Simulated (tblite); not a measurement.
Species: C6H3Cl2 (doublet state).
Z-matrix (Å and degrees, GFN2-xTB geometry), rows numbered from 1:
```
C 
C   1  1.3345
C   2  1.4470  1  128.51
C   3  1.3308  2  111.40  1   179.94
Cl  4  1.6957  3  131.47  2  -179.97
C   4  1.4895  3  106.33  2     0.03
Cl  6  1.6953  4  122.18  3   179.98
C   6  1.3462  4  109.46  3    -0.02
H   1  1.0761  2  121.46  3     0.02
H   1  1.0767  2  121.22  3  -179.94
H   8  1.0726  2  124.30  1     0.08
```

Structure optimised with GFN2-xTB, isolated species. This method treats the open shell by occupation alone, without spin polarisation.

Take the most abundant isotopes and a rigid rotor. 

Problem. What are A, B and C (GHz)?

Solution. Ia = 241.62, Ib = 421.42, Ic = 663.04 u·Å²; 505379 MHz·u·Å²/I gives 2092, 1199 and 762.2 MHz, that is A = 2.0916, B = 1.1992, C = 0.7622 GHz.

Problem. Classify the top.

Solution. An asymmetric top. Ray's parameter κ = (2B − A − C)/(A − C) = -0.343; −1 is the prolate and +1 the oblate limit.

Problem. Is it planar, by Δ = Ic − Ia − Ib?

Solution. Planar: Δ = Ic − Ia − Ib = 0.00 u·Å². For a rigid frame Δ = −2 Σ m c², so it vanishes when all atoms lie in the ab plane; here none is more than 0.01 Å from it.

Problem. Estimate the classical rotational partition function at 50 K, 100 K and 298.15 K.

Solution. Point group Cs, symmetry number σ = 1; q = (√π/σ)·√((kT/h)³/(ABC)), k/h = 20836.6 MHz/K: 43100 at 50 K, 122000 at 100 K, 628000 at 298.15 K.

For this open shell read J as N, the rotation without spin; fine and hyperfine splittings come on top. Its GFN2-xTB frequencies are all real (lowest 121 cm⁻¹). These are rigid-rotor constants of the computed structure; measured ground-state constants (B0) also hold zero-point vibration.
